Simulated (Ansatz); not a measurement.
## Strength of the C–Te bond: Te(CH3)2 → CH3Te + CH3

Species: Te(CH3)2 (dimethyl telluride), singlet; CH3Te `C[Te]`, doublet; CH3 (methyl radical) `[CH3]`, doublet. 

Shapes, held fixed at every level: PBE0-D4/def2-TZVP. Programs: Ansatz 0.2.0. The zero-point and thermal change to 298 K, harmonic and unscaled (PBE0-D4/def2-TZVP), is -17.6 kJ/mol.

```json
{"level": "HF/def2-SVP", "kind": "Hartree–Fock", "ΔH(298 K) (kJ/mol)": "+107.0", "less CCSD(T)/def2-TZVPP": "-131.6"}
{"level": "HF/def2-TZVPP", "kind": "Hartree–Fock", "ΔH(298 K) (kJ/mol)": "+111.8", "less CCSD(T)/def2-TZVPP": "-126.8"}
{"level": "wB97M-V/def2-TZVPP", "kind": "range-separated hybrid", "ΔH(298 K) (kJ/mol)": "+239.4", "less CCSD(T)/def2-TZVPP": "+0.8"}
{"level": "B2PLYP/def2-TZVPP", "kind": "double hybrid", "ΔH(298 K) (kJ/mol)": "+230.0", "less CCSD(T)/def2-TZVPP": "-8.6"}
{"level": "MP2/def2-SVP", "kind": "perturbation theory", "ΔH(298 K) (kJ/mol)": "+225.2", "less CCSD(T)/def2-TZVPP": "-13.4"}
{"level": "CCSD(T)/def2-SVP", "kind": "coupled cluster or CI", "ΔH(298 K) (kJ/mol)": "+213.6", "less CCSD(T)/def2-TZVPP": "-25.0"}
{"level": "CCSD/def2-SVP", "kind": "coupled cluster or CI", "ΔH(298 K) (kJ/mol)": "+204.4", "less CCSD(T)/def2-TZVPP": "-34.2"}
{"level": "CCSD(T)/def2-TZVPP", "kind": "coupled cluster or CI", "ΔH(298 K) (kJ/mol)": "+238.6", "less CCSD(T)/def2-TZVPP": "0.0"}
```

The highest level, CCSD(T)/def2-TZVPP, gives ΔH(298 K) = +238.6 kJ/mol; the levels span +107.0 to +239.4. The column of differences is taken from that level and isn't an error. Hartree–Fock misses the correlation of the pair that is broken and comes out low. No measured value is set beside it here. Open shells run unrestricted unless RO is named. For atoms past krypton def2 sets carry core potentials with scalar relativity. Correlated rows may include outer-core shells of Te, which these sets cover unevenly.
